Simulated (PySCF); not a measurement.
**Structure elucidation problem**

The spectra below were simulated for a compound C5H12FOPSi.

¹H NMR (300 MHz, computed): δ 7.46 (m, 1H), 5.11 (m, 1H), 4.14 (m, 3H), 2.43 (m, 1H), 2.31 (m, 1H), 2.01 (m, 1H), 1.97 (m, 1H), 1.42 (m, 1H), 1.00 (m, 1H), 0.99 (m, 1H).

¹³C{¹H} NMR (computed): δ 93.3 (CH), 40.8 (CH2), 35.1 (CH), 32.7 (CH2), 20.9 (CH2).

[PySCF 2.14.0 with density-fitted response routines: structure optimised with GFN2-xTB; shieldings: GIAO PBE0/pcSseg-1; one averaged value for each set of equivalent atoms; no solvent; a single conformation; non-relativistic Hamiltonian]

Scale: ¹H (σ = 31.72 ppm), ¹³C (σ = 186.93 ppm) vs TMS (reference shieldings calculated alike).

**Question.** Propose a structure and justify it.

**Answer.** 
5 carbon signals for 5 carbons: no two carbons are equivalent. Carbon types of the structure: 2 × CH, 3 × CH2, leaving 4 H on heteroatoms. δC 93.3: sp3 CH bonded to F; pulled downfield by the heteroatom. δC 40.8, 20.9: sp3 CH2 in a ring; saturated and bonded to C and H only. δC 32.7: sp3 CH2 bonded to P. δH 7.46: hydrogen on a phosphorus bonded to 2 C, O, in a 6-membered ring. δH 5.11: hydrogen on an sp3 CH bonded to F; its carbon carries F, an electronegative neighbour. δH 4.14: hydrogen on a silicon bonded to C. δH 1.00: hydrogen on an sp3 CH bonded to P and Si.

Structure: SMILES O=[P@@H]1CCC[C@@H](F)[C@@H]1[SiH3].

The shifts were computed for this structure.

Splittings by ¹⁹F and ³¹P in the carbon and heteronuclear signals aren't shown, as no couplings were computed. Shifts are as computed. Against solution values, carbons near 30 ppm lie about +3 ppm off and those near 130 ppm about +5 ppm. Of 1211 compounds with measured shifts, 218 miss one by over three times the rms of a fit or turn the order of signals round; such compounds aren't used in these exercises. No couplings were computed; multiplicities are counted from neighbouring protons, with m where these are inequivalent, close in shift, in a saturated or five-membered ring or joined by F or P, and br s for small geminal =CH2 splittings.
